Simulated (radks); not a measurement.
Ho54+, 13 electrons, occupied as [Ne] 3s2 3p1 (the NIST ground configuration). All-electron calculation, scalar-relativistic Kohn-Sham, r2SCAN, spin-polarised, spherical densities, finite nucleus; open shells are filled with parallel spins first (spin-orbit coupling, left out, can overturn this in heavy ions); meta-GGA in the generalised Kohn-Sham scheme; Fermi nuclear charge, rms radius 5.2022 fm. Program: a radial shooting solver on a logarithmic mesh with Libxc functionals. Some entries of the table are withheld. Estimate them.

| orbital | occ. | eigenvalue (hartree) | <r> (bohr) | <1/r> (bohr^-1) |
|---|---|---|---|---|
| 1s up | 1 | -2193.682 | 0.02073 | 76.07 |
| 1s down | 1 | -2193.486 | 0.02073 | 76.07 |
| 2s up | 1 | -486.1319 | 0.08681 | 17.97 |
| 2s down | 1 | -486.0381 | 0.08679 | 17.97 |
| 2p up | 3 | -448.3490 | 0.07672 | 16.61 |
| 2p down | 3 | -448.1723 | 0.07671 | 16.61 |
| 3s up | 1 | -197.1711 | 0.2089 | 7.310 |
| 3s down | 1 | -196.4775 | 0.2091 | 7.299 |
| 3p up | 1 | -185.6758 | 0.2037 | 6.900 |
| 3p down | 0 | -185.0010 | 0.2038 | 6.895 |
| 3d up | 0 | -174.7492 | 0.1792 | 6.569 |
| 3d down | 0 | -174.2262 | 0.1790 | 6.576 |
| 4s up | 0 | -104.2266 | (1) | (2) |
| 4s down | 0 | -103.6163 | (3) | (4) |

Answer. 
(1) 4s up <r> (bohr): 0.3875
(2) 4s up <1/r> (bohr^-1): 3.925
(3) 4s down <r> (bohr): 0.3840
(4) 4s down <1/r> (bohr^-1): 3.974
